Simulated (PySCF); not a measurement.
Mapped SMILES: `[CH3:1][C:2](=[O:3])[NH:4][C:5]([CH3:6])([CH3:7])[CH3:8]`. Each H is labelled by its parent atom.

GIAO PBE0/pcSseg-1 shifts (PySCF, gas phase, non-relativistic, equivalent atoms averaged), each against references optimised in the same way as the molecule (TMS, H2O, NH3).

On the GFN2-xTB geometry: C2 169.9, C5 52.0, C6/C7/C8 29.1, C1 25.7, O3 436.8, N4 151.6, H(N4) 4.51, H(C1) 1.88, H(C6)/H(C7)/H(C8) 1.39 ppm.

What changes on the PBE0-D3(BJ)/def2-SVP geometry?

Results:


```csv
atoms,δ (ppm),change
C2,169.6,-0.3
C5,50.0,-2.0
C6/C7/C8,29.2,+0.1
C1,24.8,-0.9
O3,446.2,+9.4
N4,151.4,-0.2
H(N4),4.19,-0.32
H(C1),1.81,-0.07
H(C6)/H(C7)/H(C8),1.32,-0.07
```

Bonds between heavy atoms that differ most (equivalent bonds averaged): C2–N4 1.352 → 1.360 Å, C2–O3 1.212 → 1.217 Å, C1–C2 1.519 → 1.516 Å, N4–C5 1.464 → 1.467 Å. Mean change of bonds to hydrogen: C–H +0.013 Å, N–H +0.004 Å. The two structures also differ in conformation, which adds to the changes.
